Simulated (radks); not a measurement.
Ionisation of the germanium ion Ge2+, [Ar] 3d10 4s2, to [Ar] 3d10 4s1 as the strength of local exchange is varied. Method: scalar-relativistic Kohn-Sham, Slater X-alpha exchange (alpha = 2/3 is LDA exchange), no correlation, spin-unpolarised, spherical densities, finite nucleus; Fermi nuclear charge, rms radius 4.0742 fm; computed with a radial shooting solver on a logarithmic mesh with Libxc functionals.

alpha  E(Ge2+) (hartree)  exchange (hartree)  IE (eV)  -e of the level emptied (eV)  <r> of it (bohr)
0.652        -2090.64603           -71.53201   33.696                   28.122 (4s)             1.952
0.667        -2092.29385           -73.23466   33.885                   28.307 (4s)             1.948
0.684        -2094.16294           -75.16740   34.100                   28.519 (4s)             1.943
0.722        -2098.34686           -79.49947   34.582                   28.993 (4s)             1.931
0.907        -2118.83329          -100.82265   36.967                   31.350 (4s)             1.877
1.028        -2132.33765          -114.97755   38.562                   32.933 (4s)             1.843
1.038        -2133.45742          -116.15473   38.695                   33.066 (4s)             1.840
x            -2105.63321           -87.06237   35.425                   29.825 (4s)             1.911

Which alpha was used in the last row?

Answer. alpha = 0.788. NIST Atomic Spectra Database: 34.058 eV (measured). The Delta-SCF value meets it near alpha = 0.68. Spin polarisation and multiplet splitting are left out, so open shells lie too high by an amount that depends on their filling.

Beside tabulated values, note that spin-unpolarised runs miss the spin-polarisation part of the exchange energy of open shells.
